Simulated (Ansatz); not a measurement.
Ansatz results at the PBE0-D4/def2-TZVP geometry: LUMO energy (B3LYP/def2-TZVPP) -0.93 eV; LUMO energy (PBE0/def2-TZVPP) -0.73 eV; HOMO energy (PBE0/def2-TZVPP) -7.47 eV.

Each molecule was computed in one conformer, which needn't be the lowest.

Problem. Which molecule gave them?
A. `FC1N=C[Se]1`
B. `CB(N)[SiH2]C#N`
C. `[CH3][Al]([Cl])[BH]S`
D. `N[SiH2][SiH2]F`

Solution. D. The others give `CB(N)[SiH2]C#N`: -1.08, -0.90, -8.21; `FC1N=C[Se]1`: -1.75, -1.48, -7.12; `[CH3][Al]([Cl])[BH]S`: -2.60, -2.45, -7.41.

B3LYP here is the variant with VWN-RPA as its local correlation; programs differ in this.
